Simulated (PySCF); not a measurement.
Choosing a molecule for a target property.

Species are written as SMILES; each is one conformer at its optimised geometry, gas phase, non-relativistic unless stated. Electronic properties by PySCF.

Dipoles, sizes and rotational constants follow the conformer. The torsions of the flexible species, by atom-mapped SMILES:
- `[F:1][CH:2]([F:3])[O:4][C:5]([SiH3:6])([SiH3:7])[SiH3:8]`: F1–C2–O4–C5 88°, C2–O4–C5–Si6 -53°
- `[F:1][c:2]1[p:3][cH:4][p:5][c:6]([C:7]([F:8])([F:9])[F:10])[p:11]1`: P5–C6–C7–F8 -45°
- `[CH3:1][N:2]([CH3:3])[CH2:4][PH:5][CH2:6][PH2:7]`: C1–N2–C4–P5 65°, N2–C4–P5–C6 -176°, C4–P5–C6–P7 -170°, H–P7–C6–P5 75°, H–P7–C6–P5 168°
- `[CH3:1][C@@:2]1([C:3]([F:4])([F:5])[F:6])[CH2:7][C@H:8]1[C:9](=[O:10])[Cl:11]`: C1–C2–C3–F4 178°, C7–C8–C9–O10 25°
- `[CH3:1][S:2][Si@@:3]1([CH3:4])[CH2:5][CH2:6][C@@H:7]1[C:8]#[N:9]`: C1–S2–Si3–C4 -45°
- `[CH3:1][O:2][SiH:3]([O:4][CH3:5])[C:6]([F:7])([F:8])[F:9]`: C1–O2–Si3–O4 -172°, O2–Si3–O4–C5 -62°, O2–Si3–C6–F7 54°

The conformers of `[SiH3]C(=C=S)N1CCCC1` aren't listed.

Question: Wanted: HOMO–LUMO gap between 6.6 eV and 7.7 eV (PBE0/pcSseg-1) and HOMO energy above -8 eV (PBE0/pcSseg-1), at GFN2-xTB geometries. Which candidate meets both?
A. `CO[SiH](OC)C(F)(F)F`
B. `Fc1pcpc(C(F)(F)F)p1`
C. `FC(F)OC([SiH3])([SiH3])[SiH3]`
D. `C[C@@]1(C(F)(F)F)C[C@H]1C(=O)Cl`
E. `CS[Si@@]1(C)CC[C@@H]1C#N`
F. `[SiH3]C(=C=S)N1CCCC1`
G. `CN(C)CPCP`

Answer: E. Computed values:
```csv
species,HOMO–LUMO gap,HOMO energy
[SiH3]C(=C=S)N1CCCC1,3.20 eV,-5.23 eV
Fc1pcpc(C(F)(F)F)p1,4.56 eV,-7.94 eV
CN(C)CPCP,6.15 eV,-5.95 eV
CS[Si@@]1(C)CC[C@@H]1C#N,6.95 eV,-7.11 eV
C[C@@]1(C(F)(F)F)C[C@H]1C(=O)Cl,7.33 eV,-8.81 eV
FC(F)OC([SiH3])([SiH3])[SiH3],8.07 eV,-8.24 eV
CO[SiH](OC)C(F)(F)F,9.28 eV,-8.47 eV
```

Question: Wanted: dipole moment between 1.7 D and 2 D (PBE0/pcSseg-1) and smallest rotational constant below 0.67 GHz (GFN2-xTB), at GFN2-xTB geometries. Which candidate meets both?
A. `C[C@@]1(C(F)(F)F)C[C@H]1C(=O)Cl`
B. `CN(C)CPCP`
C. `FC(F)OC([SiH3])([SiH3])[SiH3]`
D. `CS[Si@@]1(C)CC[C@@H]1C#N`
E. `Fc1pcpc(C(F)(F)F)p1`

Answer: B. Computed values:
```
                        species  dipole moment  smallest rotational constant
C[C@@]1(C(F)(F)F)C[C@H]1C(=O)Cl         1.63 D                     0.512 GHz
                      CN(C)CPCP         1.80 D                     0.641 GHz
            Fc1pcpc(C(F)(F)F)p1         2.34 D                     0.402 GHz
  FC(F)OC([SiH3])([SiH3])[SiH3]         2.77 D                     0.774 GHz
       CS[Si@@]1(C)CC[C@@H]1C#N         4.84 D                     0.692 GHz
```
